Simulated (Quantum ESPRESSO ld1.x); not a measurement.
Q: Species: Bi4+. Configuration: [Xe] 4f14 5d10 6s1. All-electron calculation, scalar-relativistic Kohn-Sham, LDA (Slater exchange, Perdew-Zunger correlation), spin-unpolarised, spherical densities, point nucleus. Program: ld1.x of Quantum ESPRESSO 7.5. Some entries of the table are withheld. Estimate them.

| orbital | occ. | eigenvalue (hartree) | <1/r> (bohr^-1) |
|---|---|---|---|
| 1s | 2 | -3331.69 | 103.3 |
| 2s | 2 | -599.910 | 24.27 |
| 2p | 6 | -513.485 | 21.22 |
| 3s | 2 | -145.955 | 8.988 |
| 3p | 6 | -121.273 | 8.106 |
| 3d | 10 | -96.4742 | 7.602 |
| 4s | 2 | -34.6455 | (1) |
| 4p | 6 | -26.5581 | 3.479 |
| 4d | 10 | -17.3214 | 3.131 |
| 5s | 2 | (2) | 1.651 |
| 4f | 14 | -7.14307 | 2.746 |
| 5p | 6 | -5.03631 | 1.415 |
| 5d | 10 | -2.48784 | 1.084 |
| 6s | 1 | -1.89091 | 0.6616 |

A: 
(1) 4s <1/r> (bohr^-1): 3.879
(2) 5s eigenvalue (hartree): -7.32101
